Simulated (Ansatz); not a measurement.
Relaxation of CoH2S2⁺, that is Co(SH)2 with one electron fewer with UKS r2SCAN-D4/def2-TZVP.

```sh
$ ansatz run in.yaml --threads 4 --pin off --events-out ev --progress --plain --max-ram 3916MiB
```

```yaml
crystal:
  periodic: [false, false, false]
  atoms:
    - {symbol: Co, position_ang: [-0.000555, -0.002522, 0.000879]}
    - {symbol: S, position_ang: [-0.014345, -0.037217, 2.160413]}
    - {symbol: H, position_ang: [1.213019, 0.497219, 2.327079]}
    - {symbol: S, position_ang: [0.014047, 0.038540, -2.158635]}
    - {symbol: H, position_ang: [-1.212155, -0.496019, -2.329745]}
basis:
  gaussian: {orbitals: def2-TZVP}
total_charge: 1
magnetization: {spin_polarized: true, initial_magnetization: 4}
hamiltonian: {xc: r2scan, dispersion: d4}
scf: {lower_state_search: "off"}
output: {orbitals: {seedname: orbitals}}
relax: {f_tol: 0.02, max_steps: 100}
```

Hardware: 4 threads of Arm Neoverse V2 on a shared host. Wall time 2.2 min.

Positions (Å) and forces (eV/Å) at steps 1, 2, 3, 4, 5, 6, 7, 8, 10, 13 of 13:

```xyz
5
step=1 energy=-59322.2585 eV
Co   -0.001   -0.003    0.001    0.003   -0.007   -0.001
S    -0.014   -0.037    2.160   -0.084   -0.043    0.645
H     1.213    0.497    2.327    0.128    0.055    0.108
S     0.014    0.039   -2.159    0.091    0.053   -0.643
H    -1.212   -0.496   -2.330   -0.139   -0.058   -0.108
5
step=2 energy=-59322.3000 eV
Co    0.001   -0.005    0.000    0.004   -0.005   -0.001
S     0.019   -0.024    2.199    0.006   -0.004    0.255
H     1.241    0.510    2.444   -0.031   -0.007   -0.051
S    -0.019    0.024   -2.198    0.001    0.002   -0.252
H    -1.242   -0.505   -2.445    0.020    0.014    0.049
5
step=3 energy=-59322.3067 eV
Co    0.004   -0.010    0.000    0.003   -0.005    0.000
S     0.013   -0.032    2.215    0.048   -0.023    0.047
H     1.235    0.517    2.425   -0.053    0.024   -0.011
S    -0.009    0.023   -2.214   -0.014   -0.049   -0.047
H    -1.243   -0.497   -2.425    0.016    0.053    0.012
5
step=4 energy=-59322.3531 eV
Co    0.044   -0.099   -0.002    0.023   -0.054    0.000
S     0.035   -0.128    2.253    0.661    0.198   -0.597
H     1.170    0.646    2.383   -0.639   -0.148   -0.001
S     0.046   -0.057   -2.256   -0.600   -0.368    0.592
H    -1.294   -0.363   -2.378    0.555    0.372    0.006
5
step=5 energy=-59322.3725 eV
Co    0.093   -0.210   -0.003    0.014   -0.022    0.001
S     0.085   -0.240    2.243    1.269    1.080   -0.723
H     1.065    0.802    2.329   -1.235   -1.040   -0.024
S     0.095   -0.170   -2.250   -1.664   -0.219    0.735
H    -1.337   -0.181   -2.320    1.615    0.201    0.012
5
step=6 energy=-59322.5747 eV
Co    0.108   -0.245   -0.004    0.024   -0.046    0.000
S     0.130   -0.261    2.210    0.557    0.457   -0.552
H     0.979    0.828    2.268   -0.523   -0.407    0.073
S     0.080   -0.219   -2.217   -0.721   -0.113    0.558
H    -1.297   -0.103   -2.256    0.664    0.109   -0.079
5
step=7 energy=-59322.6830 eV
Co    0.134   -0.301   -0.005    0.061   -0.140    0.000
S     0.277   -0.334    2.171    0.109    0.340   -0.268
H     0.806    0.923    2.243   -0.114   -0.256    0.071
S     0.034   -0.378   -2.183   -0.326    0.148    0.276
H    -1.250    0.089   -2.225    0.270   -0.091   -0.080
5
step=8 energy=-59322.6988 eV
Co    0.150   -0.339   -0.005    0.016   -0.038    0.000
S     0.286   -0.322    2.147    0.004    0.003    0.056
H     0.789    0.930    2.251    0.006    0.022    0.032
S     0.018   -0.376   -2.157   -0.007    0.002   -0.058
H    -1.244    0.106   -2.236   -0.019    0.011   -0.030
5
step=10 energy=-59322.7001 eV
Co    0.158   -0.358   -0.006    0.008    0.005    0.000
S     0.292   -0.316    2.152   -0.002   -0.006   -0.003
H     0.788    0.938    2.265   -0.001    0.004    0.003
S     0.011   -0.377   -2.163   -0.004   -0.007    0.002
H    -1.248    0.113   -2.249   -0.002    0.003   -0.003
5
step=13 energy=-59322.7002 eV
Co    0.168   -0.353   -0.009    0.001    0.000    0.001
S     0.289   -0.316    2.150   -0.001   -0.001   -0.001
H     0.787    0.937    2.273    0.000    0.001   -0.001
S     0.006   -0.384   -2.165    0.002   -0.001    0.000
H    -1.250    0.115   -2.248   -0.002    0.001    0.001
```

The relaxation made no stability test and no search for a lower SCF solution.
